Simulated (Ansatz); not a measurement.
Al2P2. The state is a quintet with charge 0. Geometry PBE-D4/def2-TZVP; atoms count from 1.

Cartesian coordinates in Å:
```
Al -1.090 1.883 0.199
Al 0.838 -1.980 -0.392
P 0.596 0.533 -0.760
P -0.344 -0.437 0.953
```

At PBE0-D4/def2-TZVP a singlet of charge 0 lies 3.04 eV below the quintet, each at its own geometry. The structure comes from a short search, and lower isomers may exist.

**Question.** Estimate the Mulliken populations from the PBE0/def2-TZVP orbitals of Ansatz.

**Answer.** 
```tsv
atom	charge (e)	spin (α − β)
Al1	0.12	1.11
Al2	0.12	1.11
P3	-0.12	0.89
P4	-0.12	0.89
```
Mulliken values and Mayer orders depend strongly on the basis.

**Question.** Where does the spin sit?

**Answer.** Summed by element: Al 2.21, P 1.79, of 4 unpaired in all. Largest on single atoms: Al1 1.11, Al2 1.11, P4 0.89.

**Question.** And the Mayer bond orders between bonded heavy atoms (over 0.3)?

**Answer.** Al1–P3 0.94 (2.36 Å); Al1–P4 0.59 (2.55 Å); Al2–P3 0.59 (2.55 Å); Al2–P4 0.94 (2.36 Å); P3–P4 1.31 (2.18 Å). Values over 0.3 also appear between atoms too far apart for a bond (Al1–Al2 0.54 at 4.36 Å); they arise where an orbital or an unpaired electron spreads over both atoms.
